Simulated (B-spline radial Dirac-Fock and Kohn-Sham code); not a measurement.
Compton profile of Sr²⁰⁺

System: the Sr²⁰⁺ ion, [Ne] 3s2 3p6.

Input file task.json (cfg lists n, l and occupation; rrms is the nuclear radius in fm):

```json
{"items": [{
  "Z": 38,
  "q": 20,
  "cfg": [[1, 0, 2], [2, 0, 2], [2, 1, 6], [3, 0, 2], [3, 1, 6]],
  "A": 88,
  "rrms": 4.224,
  "do": ["scatter"],
  "s": [0.0, 0.06, 0.07, 0.08, 0.1, 0.12, 0.14, 0.16, 0.19, 0.23, 0.27, 0.32, 0.38, 0.45, 0.54, 0.64, 0.75, 0.89, 1.06, 1.26, 1.49, 1.76, 2.09],
  "pz": [0, 0.1, 0.15, 0.21, 0.32, 0.46, 0.68, 0.99, 1.5, 2.1, 3.1, 4.6, 6.7, 9.9, 14.0, 21.0, 31.0, 46.0, 67.0, 98.0, 140.0],
  "hv_scatter": [1000, 5000, 8047.8, 20000, 30000, 50000, 200000, 1000000]
}]}
```

Launch: `python xray_run.py task.json out`

The computed values come from an atomic code on a B-spline grid: the impulse approximation on relativistic Hartree-Fock (Dirac-Fock) wave functions, averaged over the configuration. pz is in atomic units of momentum; subshell profiles are per electron, for a selection of subshells; open shells are spread over both j values by their weights.

| pz | J total | J 2p1/2 | J 3s1/2 | J 3p3/2 |
| --- | --- | --- | --- | --- |
| 0 | 1.420 | 0.0401 | 0.172 | 0.105 |
| 0.32 | 1.415 | 0.0401 | 0.169 | 0.105 |
| 0.46 | 1.409 | 0.0401 | 0.167 | 0.105 |
| 0.68 | 1.396 | 0.0401 | 0.161 | 0.105 |
| 0.99 | 1.369 | 0.0401 | 0.150 | 0.105 |
| 1.5 | 1.303 | 0.0400 | 0.125 | 0.103 |
| 2.1 | 1.197 | 0.0400 | 0.0930 | 0.0972 |
| 3.1 | 0.9769 | 0.0396 | 0.0473 | 0.0788 |
| 4.6 | 0.6571 | 0.0382 | 0.0170 | 0.0421 |
| 6.7 | 0.3942 | 0.0341 | 0.0135 | 0.0110 |
| 9.9 | 0.2387 | 0.0244 | 0.00727 | 0.00410 |
| 14 | 0.1336 | 0.0130 | 0.00126 | 0.00332 |
| 21 | 0.05069 | 0.00356 | 0.000404 | 0.000979 |
| 31 | 0.01647 | 0.000584 | 0.000253 | 0.000142 |
| 46 | 0.004290 | 6.11e-05 | 6.82e-05 | 1.25e-05 |
| 67 | 0.0009294 | 5.67e-06 | 1.29e-05 | < 1e-6 |
| 98 | 0.0001624 | < 1e-6 | 1.99e-06 | < 1e-6 |
| 140 | 2.905e-05 | < 1e-6 | < 1e-6 | < 1e-6 |

J(0) = 1.420. The 3p3/2 subshell gives the largest part, 30 %.

Mean momentum ⟨p⟩ by subshell (a.u.): 1s1/2 33.4, 2s1/2 11.7, 2p1/2 15.7, 2p3/2 15.2, 3s1/2 6.10, 3p1/2 7.21, 3p3/2 7.10.
